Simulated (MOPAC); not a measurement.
Input for MOPAC: AM1 on H4OSi (SMILES O[SiH3]).

```
AM1 1SCF PRECISE CHARGE=0 THREADS=1
H4OSi

O      0.62212049 1    -0.35490988 1     2.92468904 1
Si    -0.54751661 1     0.31972049 1     3.84714753 1
H      0.54387279 1    -0.29902449 1     1.94525539 1
H     -0.68686584 1     1.78282762 1     3.60924900 1
H     -0.17728127 1     0.10189692 1     5.26282013 1
H     -1.88533446 1    -0.28690499 1     3.60444200 1
```

Output:

```
*******************************************************************************
 **                                                                           **
 **                              MOPAC v23.2.5                                **
 **                                                                           **
 *******************************************************************************
 ** MOPAC's Digital Object Identifier: https://doi.org/10.5281/zenodo.6511958 **
 **                                                                           **
 ** Please cite the open-source release paper for use of this MOPAC version:  **
 ** J. E. Moussa and J. J. P. Stewart (2026)                                  **
 ** MOPAC: An open-source semiempirical molecular orbital program             **
 ** J. Open Source Softw., 11(119), 8025, https://doi.org/10.21105/joss.08025 **
 *******************************************************************************

                              AM1 CALCULATION RESULTS

 *******************************************************************************
 *  AM1        - The AM1 Hamiltonian to be used
 *
 *
 *
 *                 CHARGE ON SYSTEM = 0
 *
 *
 *
 *  PRECISE    - TIGHTER CRITERIA TO BE USED
 *  1SCF       - DO 1 SCF AND THEN STOP
 *  THREADS=1  - MULTI-THREADING NOT USED
 *  T=         - A TIME OF 172800.0 SECONDS REQUESTED
 *  DUMP=N     - RESTART FILE WRITTEN EVERY 7200.0 SECONDS REQUESTED
 *******************************************************************************
AM1 1SCF PRECISE CHARGE=0 THREADS=1
 H4OSi

   ATOM   CHEMICAL          X               Y               Z
  NUMBER   SYMBOL      (ANGSTROMS)     (ANGSTROMS)     (ANGSTROMS)

     1       O          0.62212049  *  -0.35490988  *   2.92468904  *
     2      Si         -0.54751661  *   0.31972049  *   3.84714753  *
     3       H          0.54387279  *  -0.29902449  *   1.94525539  *
     4       H         -0.68686584  *   1.78282762  *   3.60924900  *
     5       H         -0.17728127  *   0.10189692  *   5.26282013  *
     6       H         -1.88533446  *  -0.28690499  *   3.60444200  *



          CARTESIAN COORDINATES

    NO.       ATOM           X           Y           Z

     1         O          0.6221     -0.3549      2.9247
     2        Si         -0.5475      0.3197      3.8471
     3         H          0.5439     -0.2990      1.9453
     4         H         -0.6869      1.7828      3.6092
     5         H         -0.1773      0.1019      5.2628
     6         H         -1.8853     -0.2869      3.6044

  H: (AM1): M.J.S. DEWAR ET AL, J. AM. CHEM. SOC. 107 3902-3909 (1985)
  O: (AM1): M.J.S. DEWAR ET AL, J. AM. CHEM. SOC. 107 3902-3909 (1985)
 Si: (AM1): M.J.S.DEWAR, C. JIE, ORGANOMETALLICS, 6, 1486-1490 (1987).

           Empirical Formula: H4 O Si  =     6 atoms



      MOLECULAR POINT GROUP   :   Cs


      RHF CALCULATION, NO. OF DOUBLY OCCUPIED LEVELS = 7


 -------------------------------------------------------------------------------
 AM1 1SCF PRECISE CHARGE=0 THREADS=1
 H4OSi



     1SCF WAS SPECIFIED, SO BFGS WAS NOT USED
     SCF FIELD WAS ACHIEVED


                              AM1 CALCULATION
                                                       MOPAC v23.2.5 Linux




          FINAL HEAT OF FORMATION =        -56.11240 KCAL/MOL =    -234.77427 KJ/MOL


          COSMO AREA              =         86.94 SQUARE ANGSTROMS
          COSMO VOLUME            =         73.61 CUBIC ANGSTROMS

          IONIZATION POTENTIAL    =         11.025656 EV
          HOMO LUMO ENERGIES (EV) =        -11.026  1.386
          NO. OF FILLED LEVELS    =          7
          MOLECULAR WEIGHT        =         48.1165         POINT GROUP:  Cs

          MOLECULAR DIMENSIONS (Angstroms)

            Atom       Atom       Distance
            H     5    H     3     3.41863
            H     4    H     6     2.39168
            O     1    H     4     1.97425


          SCF CALCULATIONS        =          1





   ATOM   CHEMICAL          X               Y               Z
  NUMBER   SYMBOL      (ANGSTROMS)     (ANGSTROMS)     (ANGSTROMS)

     1       O          0.62212049  *  -0.35490988  *   2.92468904  *
     2      Si         -0.54751661  *   0.31972049  *   3.84714753  *
     3       H          0.54387279  *  -0.29902449  *   1.94525539  *
     4       H         -0.68686584  *   1.78282762  *   3.60924900  *
     5       H         -0.17728127  *   0.10189692  *   5.26282013  *
     6       H         -1.88533446  *  -0.28690499  *   3.60444200  *

                             CARTESIAN COORDINATES

   1    O        0.622120490    -0.354909880     2.924689040
   2   Si       -0.547516610     0.319720490     3.847147530
   3    H        0.543872790    -0.299024490     1.945255390
   4    H       -0.686865840     1.782827620     3.609249000
   5    H       -0.177281270     0.101896920     5.262820130
   6    H       -1.885334460    -0.286904990     3.604442000


           Empirical Formula: H4 O Si  =     6 atoms



      MOLECULAR POINT GROUP   :   Cs


                  EIGENVALUES
 -36.22652 -18.66705 -15.86576 -14.32968 -13.59781 -11.58337 -11.02566   1.38646
   1.62934   1.74769   1.96014   5.40257


              NET ATOMIC CHARGES AND DIPOLE CONTRIBUTIONS

  ATOM NO.   TYPE          CHARGE      No. of ELECS.   s-Pop       p-Pop
    1          O          -0.619782        6.6198     1.83627     4.78352
    2         Si           1.066674        2.9333     0.82159     2.11174
    3          H           0.245911        0.7541     0.75409
    4          H          -0.249266        1.2493     1.24927
    5          H          -0.194393        1.1944     1.19439
    6          H          -0.249145        1.2491     1.24915
 DIPOLE           X         Y         Z       TOTAL
 POINT-CHG.    -0.771     0.455    -0.247     0.928
 HYBRID         0.015    -0.001    -0.727     0.727
 SUM           -0.756     0.454    -0.974     1.314


          ATOMIC ORBITAL ELECTRON POPULATIONS

     Atom    s        px        py        pz
    1  O   1.83627   1.67835   1.84990   1.25527
    2 Si   0.82159   0.65401   0.72623   0.73149
    3  H   0.75409
    4  H   1.24927
    5  H   1.19439
    6  H   1.24915

 **********************
 *                    *
 * JOB ENDED NORMALLY *
 *                    *
 **********************




 == MOPAC DONE ==
```

The run finished.

Cost: very roughly 0.020 core-seconds.
